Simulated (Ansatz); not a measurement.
Program: Ansatz. Geometries: PBE0-D4/def2-TZVP. ΔE: electronic, gas phase. CCSD(T)/CBS adds triple-zeta CCSD(T) − MP2 to the extrapolated MP2 energy (def2 sets, frozen cores). This one scheme is used for every species. Functionals use def2-TZVPP. B3LYP here is the variant with VWN-RPA as its local correlation; programs differ in this. One conformer a species, not always the lowest.

Consider the ligand exchange at the Al–C bond: `[CH3][AlH][SiH2]C` + H–F → `C[SiH2][AlH][F]` + CH₄.

```tsv
level	ΔE (kcal/mol)	difference from CCSD(T)/CBS
LDA (SPW92)	-44.5	2.3
revPBE-D4	-44.5	2.3
BLYP-D4	-48.5	-1.7
B97M-V	-49.1	-2.3
CAM-B3LYP-D4	-49.3	-2.5
r2SCAN	-48.2	-1.4
B3LYP	-49.8	-3.0
r2SCANh	-48.0	-1.2
r2SCAN0	-47.6	-0.8
RPA@PBE/def2-TZVPP	-46.6	0.2
HF/def2-SVP	-51.9	-5.1
CCSD/def2-SVP	-50.3	-3.5
CCSD/def2-TZVPP	-47.4	-0.6
HF/def2-QZVPP	-52.0	-5.2
MP2/def2-QZVPP	-47.4	-0.6
HF/CBS(def2)	-52.1	-5.3
CCSD(T)/CBS	-46.8	0
```

**Question.** What do rigid-rotor, harmonic-oscillator terms from PBE0-D4/def2-TZVP frequencies (298.15 K, 1 bar) make of the CCSD(T)/CBS value? (Best estimate.)

**Answer.** Ansatz gave: ΔZPE = +1.7 kcal/mol, ΔH = -45.6 kcal/mol, ΔS = -21 J/(mol·K), ΔG = -44.1 kcal/mol. Modes under 50 cm⁻¹ make the entropy rough.

Largest T1 diagnostic among the species: 0.012.

The D4 term adds +1.4 kcal/mol with B3LYP and +0.8 kcal/mol with PBE0; it sums over pairs of atoms, weighted by their polarisabilities, and B3LYP, whose exchange is more repulsive, gets the larger term. Leaving LDA and LC-ωPBE aside and taking each functional with its dispersion term where it has one, the values spread over 4.8 kcal/mol, from CAM-B3LYP-D4 to revPBE-D4. LDA lies +1.5 kcal/mol from PBE without D4. In def2-TZVPP, CCSD(T) changes the Hartree–Fock value by +4.7 kcal/mol (the triples alone add +0.6 kcal/mol) and MP2 by +4.3 kcal/mol.
